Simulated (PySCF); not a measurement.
A side-by-side comparison of computed properties.

First species: C6H11F2NSi.
Geometry (GFN2-xTB, Å), atoms numbered from 1 in this order:
```
atom  x, y, z in Å
C1    -0.2555   -0.7416    1.6002
C2     0.1868   -0.2497    0.2189
C3     1.1929   -1.2867   -0.3290
C4     1.6650   -0.9580   -1.6468
N5     2.0255   -0.6985   -2.7009
C6    -1.0078   -0.2079   -0.7442
C7    -2.0141    0.8884   -0.4425
F8    -1.4364    2.1267   -0.6268
Si9    1.0603    1.4600    0.3693
F10    2.4751    1.0846    1.0649
H11    0.6023   -0.8222    2.2650
H12   -0.9637   -0.0553    2.0577
H13   -0.7276   -1.7227    1.5318
H14    2.0593   -1.3489    0.3350
H15    0.7248   -2.2771   -0.3749
H16   -1.5403   -1.1639   -0.7233
H17   -0.6398   -0.0496   -1.7612
H18   -2.3668    0.8627    0.5920
H19   -2.8678    0.8396   -1.1255
H20    0.4178    2.3072    1.3560
H21    1.4011    2.0301   -0.9162
```

Second species: C6H10FN.
SMILES: `C=CC[C@@H](F)CN=C`

Levels: PBE0/pcSseg-1 for dipole moment, HOMO energy, LUMO energy and HOMO–LUMO gap; GFN2-xTB for rotational constant A and rotational constant C. Geometries: GFN2-xTB. Each structure is a single optimised conformer of the isolated species, non-relativistic unless stated. Electronic properties by PySCF.

Dipoles, sizes and rotational constants follow the conformer. The torsions of the flexible species, by atom-mapped SMILES:
- `[CH3:1][C@@:2]([CH2:3][C:4]#[N:5])([CH2:6][CH2:7][F:8])[SiH2:9][F:10]`: C1–C2–C3–C4 179°, C1–C2–C6–C7 71°, C2–C6–C7–F8 65°, C1–C2–Si9–F10 72°
- `[CH2:1]=[CH:2][CH2:3][C@@H:4]([F:5])[CH2:6][N:7]=[CH2:8]`: C1–C2–C3–C4 121°, C2–C3–C4–F5 61°, C3–C4–C6–N7 -51°, C4–C6–N7–C8 -116°

(1) Which has the higher HOMO energy?

(2) Which has the higher dipole moment?

(3) Which has the higher HOMO–LUMO gap?

(4) Which of the two has the higher rotational constant A, and by how much?

(5) Which has the higher LUMO energy?

(6) Which of the two has the higher rotational constant C, and by how much?

## Answers

(1) The second: -7.23 eV against -8.63 eV, a difference of 1.40 eV.

(2) The first: 5.27 D against 1.66 D, a difference of 3.61 D.

(3) The first: 9.13 eV against 6.87 eV, a difference of 2.26 eV.

(4) The second: 4.664 GHz against 1.221 GHz, a difference of 3.443 GHz.

(5) The first: 0.50 eV against -0.36 eV, a difference of 0.86 eV.

(6) The second: 0.950 GHz against 0.790 GHz, a difference of 0.160 GHz.

On the first: The dipole equals about 17.6 × 10⁻³⁰ C·m (1 D = 3.33564 × 10⁻³⁰ C·m).

On the second: In atomic units the dipole is 0.65 e·bohr (1 au = 2.5417 D).
